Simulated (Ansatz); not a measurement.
Computed with Ansatz on PBE0-D4/def2-TZVP structures; ΔE is electronic, products minus reactants. CBS: MP2 limit from def2 TZ/QZ plus the TZ coupled-cluster correction, frozen cores. DFT in def2-TZVPP. B3LYP here is the variant with VWN-RPA as its local correlation; programs differ in this. Elements past krypton have def2 core potentials. For In outer-core shells are correlated without core-valence functions, which leaves a few kJ/mol of doubt a bond. Each species was taken in one conformer, which may not be the lowest.

Reaction (redistribution): `CC[SiH](O)P` + `[CH3][InH2]` → `C[SiH](O)P` + `C[CH2][InH2]`

`CC[SiH](O)P`:

Cartesian coordinates in Å:
```
C 0.653 1.165 -1.009
C 0.900 0.580 0.377
Si -0.496 -0.469 1.052
O -1.898 0.399 1.174
P -0.886 -2.349 -0.150
H 1.492 1.781 -1.342
H -0.237 1.800 -1.021
H 0.509 0.380 -1.756
H 1.810 -0.030 0.382
H 1.069 1.384 1.103
H -0.175 -0.895 2.439
H -2.376 0.602 0.369
H 0.497 -2.675 -0.215
H -0.862 -1.673 -1.403
```

`[CH3][InH2]`:

```xyz
7

C     0.495    0.787   -0.393
In   -0.542   -0.904    0.445
H     1.234    0.478   -1.131
H    -0.229    1.443   -0.884
H     0.985    1.366    0.392
H    -0.523   -2.438   -0.355
H    -1.420   -0.733    1.927
```

`C[SiH](O)P`:

Z-matrix (Å, degrees):
```
C
Si 1 1.865
H 1 1.093 2 110.5
H 1 1.093 2 111.5 3 120.0
H 1 1.093 2 110.3 3 -119.7
O 2 1.652 1 112.1 3 174.5
P 2 2.258 1 107.8 3 -59.1
H 2 1.484 1 110.6 3 58.3
H 6 0.958 2 117.5 1 73.9
H 7 1.420 2 94.1 1 -164.6
H 7 1.423 2 93.6 1 -70.5
```

`C[CH2][InH2]`:

```xyz
10

C    -0.910    0.370    0.968
C     0.348    0.596    0.142
In    0.809   -0.956   -1.296
H    -1.087    1.190    1.673
H    -0.852   -0.551    1.554
H    -1.801    0.288    0.340
H     1.228    0.701    0.786
H     0.287    1.536   -0.418
H     2.209   -0.840   -2.309
H    -0.232   -2.335   -1.441
```

```json
{"level": "PBE-D4", "ΔE (kJ/mol)": "0.8", "difference from CCSD(T)/CBS": "0.4"}
{"level": "r2SCAN-D4", "ΔE (kJ/mol)": "0.5", "difference from CCSD(T)/CBS": "0.1"}
{"level": "PBE0-D4", "ΔE (kJ/mol)": "1.7", "difference from CCSD(T)/CBS": "1.3"}
{"level": "B3LYP-D4", "ΔE (kJ/mol)": "1.6", "difference from CCSD(T)/CBS": "1.2"}
{"level": "ωB97X-V", "ΔE (kJ/mol)": "2.0", "difference from CCSD(T)/CBS": "1.6"}
{"level": "ωB97M-V", "ΔE (kJ/mol)": "2.3", "difference from CCSD(T)/CBS": "1.9"}
{"level": "B2PLYP", "ΔE (kJ/mol)": "-0.3", "difference from CCSD(T)/CBS": "-0.7"}
{"level": "PBE", "ΔE (kJ/mol)": "-1.4", "difference from CCSD(T)/CBS": "-1.8"}
{"level": "r2SCAN", "ΔE (kJ/mol)": "-0.4", "difference from CCSD(T)/CBS": "-0.8"}
{"level": "PBE0", "ΔE (kJ/mol)": "-0.4", "difference from CCSD(T)/CBS": "-0.8"}
{"level": "B3LYP", "ΔE (kJ/mol)": "-1.6", "difference from CCSD(T)/CBS": "-2.0"}
{"level": "HF/def2-TZVPP", "ΔE (kJ/mol)": "0.2", "difference from CCSD(T)/CBS": "-0.2"}
{"level": "MP2/def2-TZVPP", "ΔE (kJ/mol)": "1.0", "difference from CCSD(T)/CBS": "0.6"}
{"level": "SCS-MP2/def2-TZVPP", "ΔE (kJ/mol)": "0.6", "difference from CCSD(T)/CBS": "0.2"}
{"level": "CCSD/def2-TZVPP", "ΔE (kJ/mol)": "1.4", "difference from CCSD(T)/CBS": "1.0"}
{"level": "CCSD(T)/def2-TZVPP", "ΔE (kJ/mol)": "1.7", "difference from CCSD(T)/CBS": "1.3"}
{"level": "HF/def2-QZVPP", "ΔE (kJ/mol)": "0.2", "difference from CCSD(T)/CBS": "-0.2"}
{"level": "MP2/def2-QZVPP", "ΔE (kJ/mol)": "0.3", "difference from CCSD(T)/CBS": "-0.1"}
{"level": "SCS-MP2/def2-QZVPP", "ΔE (kJ/mol)": "-0.1", "difference from CCSD(T)/CBS": "-0.5"}
{"level": "HF/CBS(def2)", "ΔE (kJ/mol)": "0.2", "difference from CCSD(T)/CBS": "-0.2"}
{"level": "MP2/CBS(def2)", "ΔE (kJ/mol)": "-0.3", "difference from CCSD(T)/CBS": "-0.7"}
{"level": "CCSD/CBS(def2)", "ΔE (kJ/mol)": "0.0", "difference from CCSD(T)/CBS": "-0.4"}
{"level": "CCSD(T)/CBS", "ΔE (kJ/mol)": "0.4", "difference from CCSD(T)/CBS": "0"}
```

Largest T1 diagnostic among the species: 0.013.

The D4 term adds +3.2 kJ/mol with B3LYP and +2.1 kJ/mol with PBE0; it sums over pairs of atoms, weighted by their polarisabilities, and B3LYP, whose exchange is more repulsive, gets the larger term.
